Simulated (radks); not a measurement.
The numbers below are computed, except where a source is named.
The mean radii <r> (bohr) of the occupied orbitals of an atom or ion are listed with their occupations. Code: a radial shooting solver on a logarithmic mesh with Libxc functionals. Model: scalar-relativistic Kohn-Sham, RPBE, spin-polarised, spherical densities, finite nucleus; Fermi nuclear charge, rms radius of each element as measured or else 0.836 A^(1/3) + 0.57 fm.

| orbital | occ. | <r> |
|---|---|---|
| 1s | 2 | 0.04699 |
| 2s | 2 | 0.2100 |
| 2p | 6 | 0.1837 |
| 3s | 2 | 0.6240 |
| 3p | 6 | 0.6468 |
| 3d | 10 | 0.7312 |
| 4s | 2 | 1.947 |

Name the element and its charge. Open shells, if any, are filled with parallel spins first.

Answer. Z = 32, germanium, charge +2: Ge2+ in [Ar] 3d10 4s2. The 1s radius gives Z: for a bare nucleus <r> = (2 gamma + 1)/(2Z) with gamma = sqrt(1 - (Z/c)^2), 0.04601 bohr for Z = 32, and screening makes it slightly larger (0.04699 here). The occupations add up to 30, and the charge is Z minus that.
